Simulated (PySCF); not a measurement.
```xyz
4
charge 0 multiplicity 3, angstrom
Ru   -0.0356    0.0000   -0.0491
O     1.6706    0.0000    0.1124
O    -0.7212    1.5145    0.0781
O    -0.7213   -1.5145    0.0781
```

All numbers come from UPBE0/[Ru def2-TZVP with ECP28, O def2-TZVP], scalar-relativistic core potentials, density fitting, no spin–orbit coupling, PySCF.

This geometry of RuO₃ is a stationary point at this level.

What is the point group?

Cs.

Is it a minimum?

No: it has 1 imaginary mode, at 689i cm⁻¹ (a'').

List the harmonic modes with their infrared intensities.


| symmetry | ω (cm⁻¹) | IR (km/mol) |
| --- | --- | --- |
| a'' | 689i | – |
| a' | 77 | 37.2 |
| a' | 293 | 3.6 |
| a'' | 851 | 673 |
| a' | 852 | 68.6 |
| a' | 954 | 14.1 |

What are the dipole moment and the gap between the highest occupied and lowest empty levels of either spin?

1.05 D and 2.71 eV.

This need not be the most stable arrangement of these atoms. With open d or f shells other occupations or spin states may lie lower. At this level a singlet minimum of D3h symmetry lies 54 kJ/mol below this structure.
